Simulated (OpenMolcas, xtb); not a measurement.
A ladder of methods for B3H3O (SMILES BB1BO1)

B3H3O has 7 atoms, charge 0, and is taken as a singlet. As SMILES, `BB1BO1`. The shape is that of a GFN2-xTB optimisation.

Each level gives the dipole moment (D). The values are calculated.

```
                             level            kind     program  value (D)
                          GFN2-xTB  semi-empirical         xtb       0.87
                          GFN0-xTB  semi-empirical         xtb       1.47
                          GFN1-xTB  semi-empirical         xtb       1.44
                         HF/STO-3G    Hartree–Fock  OpenMolcas       0.24
                          HF/3-21G    Hartree–Fock  OpenMolcas       0.84
                       HF/def2-SVP    Hartree–Fock  OpenMolcas       0.52
                       HF/6-311G**    Hartree–Fock  OpenMolcas       0.56
B3LYP/6-31G* (spherical functions)   global hybrid  OpenMolcas       0.53
B3LYP/6-31G* (Cartesian functions)   global hybrid  OpenMolcas       0.53
                     PBE0/def2-SVP   global hybrid  OpenMolcas          ?
```

Question: Estimate the missing values from the other rows.

Answer: As computed at these levels: PBE0/def2-SVP: 0.45 D. The values span 0.24 to 1.47 D. Magnitudes only: a small dipole may point the other way at some levels. Sets without polarisation functions give poor dipoles. Without the sets that lack polarisation functions the rows with a basis span only 0.45 to 0.56 D.
